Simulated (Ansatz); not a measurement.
Ansatz (a quantum-chemistry and plane-wave program) input:

Ansatz 0.2 input:
```yaml
crystal:
  periodic: [false, false, false]
  atoms:
    - {symbol: Br, position_ang: [1.88109691, -0.80092124, 0.05503745]}
    - {symbol: C, position_ang: [-0.00258713, -0.40796435, 0.02944598]}
    - {symbol: C, position_ang: [-0.97521359, -1.35583627, 0.09928152]}
    - {symbol: C, position_ang: [-2.31096727, -0.82986876, 0.06328582]}
    - {symbol: C, position_ang: [-2.54504066, 0.53151423, -0.03461924]}
    - {symbol: Se, position_ang: [-0.79227074, 1.30412186, -0.09295246]}
    - {symbol: H, position_ang: [-0.74575315, -2.41392946, 0.17530538]}
    - {symbol: H, position_ang: [-3.15258162, -1.52103939, 0.11440312]}
basis:
  gaussian:
    orbitals: aug-cc-pVDZ
total_charge: -1
magnetization: {spin_polarized: false}
correlation: {method: ccsd_t, electrons: outside_noble_gas}
```

### Question
Predict the final energy.

### Answer
-5125.66513 Eh (CCSD(T)/aug-cc-pVDZ). The basis has 182 functions.

It need not be the lowest isomer of its formula. Whether it binds its extra electron was not tested at this geometry.
